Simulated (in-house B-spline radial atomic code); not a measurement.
## How G0W0 and RPA depend on the start: Tl³⁺

Configuration [Xe] 4f14 5d10. Computed with an all-electron radial atomic-structure program (B-spline basis): all electrons, scalar-relativistic (spin-free one-electron X2C), finite nucleus, each spin shell either full or empty, empty states to l = 9 with an (l + 1/2)⁻⁴ tail; G0W0 by contour deformation at full frequency.

Without the two-electron picture change, the correlation of inner shells comes somewhat too large for so heavy an element.

```tsv
start	mean-field 5d (eV)	G0W0 (eV)	QP weight	RPA correlation (Eh)
Hartree-Fock	-51.58	-52.04	0.964	-6.6388
LDA VWN5	-44.55	-51.94	0.858	-7.0821
PBE	-44.26	-51.83	0.856	-7.0749
PBE0	-46.39	-51.98	0.938	-6.9555
r2SCAN	-44.63	-51.74	0.905	-6.9958
HSE06	-45.95	?	?	?
B3LYP (VWN-RPA)	-45.99	-52.11	0.930	-6.9814
SCAN	-44.60	-51.71	0.903	-6.9996
TPSS	-44.24	-51.82	0.875	-7.0552
BHandHLYP	-48.37	-52.12	0.951	-6.8455
CAM-B3LYP	-47.85	-52.29	0.947	-6.9405
LC-wPBE	-49.12	-52.27	0.955	-6.9537
wB97X	-48.80	?	?	?
PBEsol	-44.28	-51.85	0.859	-7.0775
BLYP	-44.11	-51.91	0.815	-7.0776
r2SCAN0	-46.67	-51.87	0.943	-6.9022
```

(1) What G0W0 level, weight and RPA correlation energy follow from the wB97X start?

(2) What G0W0 level, weight and RPA correlation energy follow from the HSE06 start?

(3) How much of the dependence on the start does G0W0 remove?

Results:

(1) G0W0 level -52.13 eV, weight 0.955, RPA correlation -6.9226 hartree.

(2) G0W0 level -51.99 eV, weight 0.933, RPA correlation -6.9632 hartree.

(3) The mean-field levels span 7.48 eV and the G0W0 levels 0.58 eV. Against 51.14 ± 0.04 eV (NIST, measured) the G0W0 removal energies are off by +0.57 to +1.15 eV, with spin-orbit coupling, Breit and QED terms left out.
